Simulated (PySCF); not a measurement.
**`[C-]#[N+]C=C=C=CC#C`, C₇H₃N**

Geometry (Å), atoms numbered from 1 in this order:
```xyz
11

C    -4.4820    1.2473    0.6717
N    -3.5619    0.5100    0.6802
C    -2.5195   -0.3711    0.6941
C    -1.2463   -0.0036    0.5712
C    -0.0279    0.3097    0.4572
C     1.2520    0.6616    0.3353
C     2.3308   -0.2532    0.3499
C     3.2765   -1.0155    0.3590
H    -2.7930   -1.4254    0.8150
H     1.4904    1.7272    0.2157
H     4.1092   -1.6949    0.3676
```

Computed, not measured: TDDFT CAM-B3LYP/def2-TZVPD excited states, vertical, gas phase in PySCF 2.14.0. Geometry: PBE0-D3(BJ)/def2-SVP.

Question: How strongly do the lowest singlets absorb one photon, and two photons of half the energy?

Answer: δ for parallel linear polarisation; σ at the peak of a Lorentzian of half width 0.1 eV, single beam; Ω is circular over linear.
```tsv
state	E (eV)	f	photon λ (nm)	δ (au)	σ (GM)	Ω	main
S1	4.08	0.000	608	0.33	0.00	1.50	HOMO−2→LUMO 0.75, HOMO−1→LUMO 0.20
S2	4.15	0.936	597	201	1.27	0.72	HOMO→LUMO 0.95
S3	4.67	0.000	532	0.16	0.00	1.50	HOMO−1→LUMO 0.73, HOMO−2→LUMO 0.19
S4	5.05	0.000	491	3.01	0.03	1.50	HOMO→LUMO+1 0.70, HOMO→LUMO+2 0.16
S5	5.83	0.051	425	4210	52.42	0.67	HOMO−3→LUMO 0.86
S6	6.08	0.000	408	4.64	0.06	1.50	HOMO→LUMO+7 0.25, HOMO→LUMO+2 0.18
```

Among these, the strongest one-photon state is S2, the strongest two-photon state S5, with a dipole change of 1.6 D (relaxed, norm of the difference vector).
